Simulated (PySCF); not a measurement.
Cl$_{4}$Pt (SMILES [Cl][Pt-2]([Cl])([Cl])[Cl]), charge -2, singlet, at a GFN2-xTB geometry (such geometries of metal compounds can be far from the true shape) (core potentials on Pt); DF-HF/def2-SV(P) in PySCF.

PySCF was given this input:
```python
from pyscf import gto, scf

mol = gto.M(
    atom='''
Pt    0.000000   -0.000000    0.000000
Cl    2.154161   -0.886434    0.054914
Cl    0.886524    2.154813    0.006996
Cl   -2.154161    0.886434   -0.054914
Cl   -0.886524   -2.154813   -0.006996
''',
    basis='def2-sv(p)',
    ecp={'Pt': 'def2-sv(p)'},
    charge=-2,
    spin=0,
    verbose=4,
    symmetry=True,
)

mf = scf.RHF(mol)
mf = mf.density_fit(auxbasis='def2-universal-jkfit')
mf.kernel()
mf.analyze()
```

What the program printed (banner, timings and long lists left out):

```
PySCF version 2.14.0

[INPUT] verbose = 4
[INPUT] num. atoms = 5
[INPUT] num. electrons = 88
[INPUT] charge = -2
[INPUT] spin (= nelec alpha-beta = 2S) = 0
[INPUT] symmetry True subgroup None
[INPUT] Mole.unit = angstrom
[INPUT] Symbol           X                Y                Z      unit          X                Y                Z       unit  Magmom
[...]
nuclear repulsion = 529.257349316394
point group symmetry = C2h
symmetry origin: [ 0.00000000e+00  0.00000000e+00 -1.90106682e-19]
symmetry axis x: [ 0.90836392 -0.41752386  0.0234269 ]
symmetry axis y: [-0.41755104 -0.90864487 -0.00395319]
symmetry axis z: [ 0.02293728 -0.00619099 -0.99971774]
num. orbitals of irrep Ag = 38
num. orbitals of irrep Bg = 14
num. orbitals of irrep Au = 13
num. orbitals of irrep Bu = 32
number of shells = 43
number of NR pGTOs = 194
number of NR cGTOs = 97
basis = def2-sv(p)
ecp = {'Pt': 'def2-sv(p)'}

******** <class 'pyscf.df.df_jk.DFSymAdaptedRHF'> ********
method = DFSymAdaptedRHF
initial guess = minao
damping factor = 0
level_shift factor = 0
DIIS = <class 'pyscf.scf.diis.CDIIS'>
diis_start_cycle = 1
diis_space = 8
diis_damp = 0
SCF conv_tol = 1e-09
SCF conv_tol_grad = None
SCF max_cycles = 50
direct_scf = False
Freeze 0 electrons in irreps []
    88 free electrons in irreps Ag Bg Au Bu
Set gradient conv threshold to 3.16228e-05
Initial guess from minao.
******** <class 'pyscf.df.df.DF'> ********
auxbasis = def2-universal-jkfit
init E= -1943.69266859008
HOMO (Ag) = -0.667669455868212  LUMO (Ag) = -0.55831394804558  gap/eV = 2.97571
cycle= 1 E= -1955.44850766573  delta_E= -11.8  |g|= 1.29  |ddm|= 8.36
HOMO (Bg) = 0.336954105216679  LUMO (Au) = 0.505635620176621  gap/eV = 4.59006
cycle= 2 E= -1955.44740940567  delta_E= 0.0011  |g|= 1.52  |ddm|= 3.13
HOMO (Bg) = -0.00176340830019408  LUMO (Ag) = 0.404312560044414  gap/eV = 11.04989
cycle= 3 E= -1955.94417971717  delta_E= -0.497  |g|= 0.119  |ddm|= 1.81
HOMO (Bg) = -0.028732173732048  LUMO (Ag) = 0.426236430056728  gap/eV = 12.38033
cycle= 4 E= -1955.95391412775  delta_E= -0.00973  |g|= 0.0628  |ddm|= 0.26
HOMO (Bg) = -0.0341366643067793  LUMO (Au) = 0.434436113064471  gap/eV = 12.75051
cycle= 5 E= -1955.95631186387  delta_E= -0.0024  |g|= 0.015  |ddm|= 0.162
HOMO (Bg) = -0.0367259908797923  LUMO (Au) = 0.43363450828771  gap/eV = 12.79916
cycle= 6 E= -1955.95655719654  delta_E= -0.000245  |g|= 0.00184  |ddm|= 0.0637
HOMO (Bg) = -0.0366885693514391  LUMO (Au) = 0.43365395775667  gap/eV = 12.79867
cycle= 7 E= -1955.9565597485  delta_E= -2.55e-06  |g|= 0.00039  |ddm|= 0.00477
HOMO (Bg) = -0.0367313703418127  LUMO (Au) = 0.433650785633657  gap/eV = 12.79975
cycle= 8 E= -1955.95655988297  delta_E= -1.34e-07  |g|= 0.000111  |ddm|= 0.00123
HOMO (Bg) = -0.036737168397655  LUMO (Au) = 0.433640259429791  gap/eV = 12.79962
cycle= 9 E= -1955.95655989448  delta_E= -1.15e-08  |g|= 3.51e-05  |ddm|= 0.000435
HOMO (Bg) = -0.0367327311523036  LUMO (Au) = 0.433641179277651  gap/eV = 12.79953
cycle= 10 E= -1955.95655989573  delta_E= -1.25e-09  |g|= 7.5e-06  |ddm|= 0.000177
HOMO (Bg) = -0.0367328457068902  LUMO (Au) = 0.433640844794475  gap/eV = 12.79952
cycle= 11 E= -1955.95655989579  delta_E= -6e-11  |g|= 2.3e-06  |ddm|= 3.4e-05
HOMO (Bg) = -0.0367322809666268  LUMO (Au) = 0.433641012956755  gap/eV = 12.79951
Extra cycle  E= -1955.95655989579  delta_E= 1.36e-12  |g|= 1.24e-06  |ddm|= 5.46e-06
converged SCF energy = -1955.95655989579
**** SCF Summaries ****
Total Energy =                       -1955.956559895785858
Nuclear Repulsion Energy =             529.257349316394311
One-electron Energy =                -3839.811175387199455
Two-electron Energy =                 1354.597266175019286
Two-electron Coulomb Energy =         1476.292176487164625
DFT Exchange-Correlation Energy =     -121.694910312145339
HOMO-LUMO gap [eV] =                    12.799509274448067
Wave-function symmetry = Ag
occupancy for each irrep:     Ag   Bg   Au   Bu
                              17    6    5   16
**** MO energy ****
[...]
WARN: System has nonzero charge -2; the dipole moment is origin-dependent.
Location of origin: [0. 0. 0.]

Dipole moment(X, Y, Z, Debye):  0.00000,  0.00000, -0.00000
```
